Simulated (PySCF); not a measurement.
## Field gradients at the hydrogen positions

C7H13P.
Structure used (GFN2-xTB), in Å, numbered top down from 1:
```
atom  x, y, z in Å
C1     3.1174   -0.6096   -0.7174
C2     2.4919    0.2249    0.0936
C3     1.2645    0.9830   -0.2637
P4    -0.1781    0.4588    0.8221
C5    -1.4647    1.3182   -0.1480
C6    -2.2708    2.2241    0.3788
C7    -0.4251   -1.2366    0.0876
C8    -1.7119   -1.8713    0.5965
H9     4.0006   -1.1448   -0.4138
H10    2.7761   -0.7870   -1.7247
H11    2.8568    0.3840    1.1002
H12    1.4096    2.0503   -0.0695
H13    1.0052    0.8453   -1.3171
H14   -1.5421    1.0476   -1.1973
H15   -3.0270    2.7318   -0.2005
H16   -2.2040    2.4955    1.4196
H17    0.4355   -1.8448    0.3794
H18   -0.4359   -1.1664   -1.0050
H19   -2.5735   -1.2662    0.3177
H20   -1.6934   -1.9508    1.6817
H21   -1.8398   -2.8690    0.1795
```

Level: PBE0/pcSseg-1 (PySCF, non-relativistic); Q(2H) = 0.00286 b; rigid geometry, the same for H and D, with no vibrational averaging.

**Question.** Rank these positions by the coupling χzz of a deuteron there, largest first.
A. H13 (methylene hydrogen)
B. H9 (vinylic hydrogen)
C. H21 (methyl hydrogen)
D. H11 (vinylic hydrogen)
E. H16 (vinylic hydrogen)

**Answer.** B (228 kHz), E (223 kHz), D (217 kHz), C (211 kHz), A (204 kHz).

**Question.** What are Vzz, η and χzz (234.96 MHz × Q × Vzz) at all hydrogens?

**Answer.** 
| atom | bonded to | bond length (Å) | Vzz (au) | η | χzz (kHz) |
| --- | --- | --- | --- | --- | --- |
| H9 | C1 | 1.076 | 0.3396 | 0.05 | 228 |
| H10 | C1 | 1.078 | 0.3356 | 0.06 | 226 |
| H11 | C2 | 1.083 | 0.3227 | 0.05 | 217 |
| H12 | C3 | 1.094 | 0.3026 | 0.01 | 203 |
| H13 | C3 | 1.094 | 0.3034 | 0.03 | 204 |
| H14 | C5 | 1.086 | 0.3200 | 0.04 | 215 |
| H15 | C6 | 1.079 | 0.3319 | 0.03 | 223 |
| H16 | C6 | 1.078 | 0.3323 | 0.04 | 223 |
| H17 | C7 | 1.093 | 0.3022 | 0.01 | 203 |
| H18 | C7 | 1.095 | 0.3026 | 0.02 | 203 |
| H19 | C8 | 1.089 | 0.3098 | 0.03 | 208 |
| H20 | C8 | 1.088 | 0.3127 | 0.02 | 210 |
| H21 | C8 | 1.089 | 0.3145 | 0.02 | 211 |

**Question.** How does χzz go with the bond length over the 13 C–H bonds?

**Answer.** A straight-line fit has a slope of -13.3 kHz for each 0.01 Å, with a correlation coefficient of -0.99, over lengths from 1.076 to 1.095 Å. The longer bonds have the smaller couplings here.

**Question.** Give the 2H NMR doublet splittings at H9 for a magnetic field along the z, y and x axes of the gradient: 3χ/2, 3χ(1 + η)/4, 3χ(1 − η)/4.

**Answer.** With |χ| = 228.2 kHz and η = 0.053: 342, 180 and 162 kHz, to first order and without motion.

One conformer (not necessarily the lowest) at the GFN2-xTB geometry, without solvent, vibrations or thermal averaging. GFN2-xTB bond lengths can be off by several hundredths of an ångström, more for odd bonds, and the gradients follow them. With so small a basis the couplings can be 20 % off.
